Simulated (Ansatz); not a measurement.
C₂H₇FSi₂ (`FC1C[SiH2][SiH2]1`), 12 atoms. Charge 0, multiplicity 1. All runs use 4 threads of a server CPU on a shared host. Correlated methods freeze the cores.

How many basis functions does each run have, and how long does it take in Ansatz? RKS ωB97M-V/def2-QZVPP energy; RKS PBE0-D4/def2-TZVP frequencies; RKS PBE0-D4/def2-SVP energy; RKS ωB97M-V/def2-SVP energy; RHF-MP2/def2-QZVPP energy; RKS B2PLYP (frozen core)/def2-TZVPP energy; RKS revPBE-D4/def2-TZVPP energy; RKS PBE0-D4/def2-QZVPP energy; RHF-CCSD(T)/def2-TZVPP energy; RKS BLYP-D4/def2-TZVPP energy; RKS LC-ωPBE/def2-TZVPP energy; RHF-CCSD(T)/def2-SVP energy. (An estimate is asked.)

Ansatz gave: Other jobs shared the machine, so times are rough.

```tsv
level	job	functions	wall time	peak host memory (GiB)
RKS PBE0-D4/def2-SVP	energy	113	1.1 s	0.25
RKS revPBE-D4/def2-TZVPP	energy	275	2.2 s	0.38
RKS BLYP-D4/def2-TZVPP	energy	275	2.2 s	0.39
RKS LC-ωPBE/def2-TZVPP	energy	275	2.6 s	0.58
RKS ωB97M-V/def2-SVP	energy	113	4.2 s	0.35
RHF-CCSD(T)/def2-SVP	energy	113	4.9 s	0.54
RKS B2PLYP (frozen core)/def2-TZVPP	energy	275	6 s	0.78
RKS PBE0-D4/def2-QZVPP	energy	521	9 s	2.2
RKS ωB97M-V/def2-QZVPP	energy	521	20 s	2.6
RHF-MP2/def2-QZVPP	energy	521	24 s	3.8
RHF-CCSD(T)/def2-TZVPP	energy	275	2.6 min	7.2
RKS PBE0-D4/def2-TZVP	frequencies	209	2.9 min	0.59
```

LC-ωPBE has ω = 0.4 bohr⁻¹.
